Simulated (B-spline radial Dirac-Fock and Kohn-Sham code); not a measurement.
## K-line shifts caused by a second vacancy in Ni⁵⁺

System: Ni⁵⁺, configuration [Ar] 3d5.

Input of the calculation (task.json; shells as n, l, electrons):

```json
{"items": [{
  "Z": 28,
  "q": 5,
  "cfg": [[1, 0, 2], [2, 0, 2], [2, 1, 6], [3, 0, 2], [3, 1, 6], [3, 2, 5]],
  "A": 58,
  "rrms": 3.7757,
  "do": ["binding", "quiet", "double"]
}]}
```

Command: `python xray_run.py task.json out`

Calculated with an atomic code on a B-spline grid, using multi-electron Dirac-Fock with separately optimised hole states, Breit and Lamb-shift corrections added in first order. Each two-hole energy is an average over J within one jj subconfiguration, not an observable level; in light atoms, where LS coupling holds, the j-resolved values are not observed lines, and for a K spectator the Kα1 hypersatellite is nearly forbidden. Correlation and solid-state effects are left out.

Lines without a spectator: Kα2 (K-L2) 7457.7 eV, Kα1 (K-L3) 7474.8 eV, Kβ3 (K-M2) 8271.1 eV, Kβ1 (K-M3) 8273.5 eV. Shifts in eV with one spectator hole (a dash: not computed, or left out as unreliable):

```
spectator hole     Kα2    Kα1    Kβ3    Kβ1
    L2 (2p1/2)  +27.89  +34.2      –  +79.0
    L3 (2p3/2)   +31.5  +30.3  +76.1      –
    M2 (3p1/2)       –  +2.87  +7.88  +9.72
    M3 (3p3/2)   +2.60      –  +9.23  +8.77
```

Problem. Where does the K-L3 hypersatellite lie, emitted when both K electrons are missing?

Solution. +298.3 eV from the normal line, at 7773.0 eV. Removing both K electrons costs 17299.0 eV, which is 408.1 eV more than twice the K binding energy. In light atoms the observed hypersatellite is the ¹S₀ → ¹P₁ component, which lies below this average, and the triplet component is nearly forbidden.

With n spectator holes in 2p, averaged over the 2p shell (energies in eV):

```
n    KαLⁿ   step  hypersatellite KαʰLⁿ
0  7469.1      –                7766.4
1  7500.6  +31.5                7799.2
2  7533.3  +32.7                7833.2
3  7567.2  +33.9                7868.3
4  7602.3  +35.1                7904.7
5  7638.6  +36.3                7942.4
```

Run: 39 s of CPU time on 1 thread of Neoverse-N1 (shared host), peak memory 0.37 GiB.
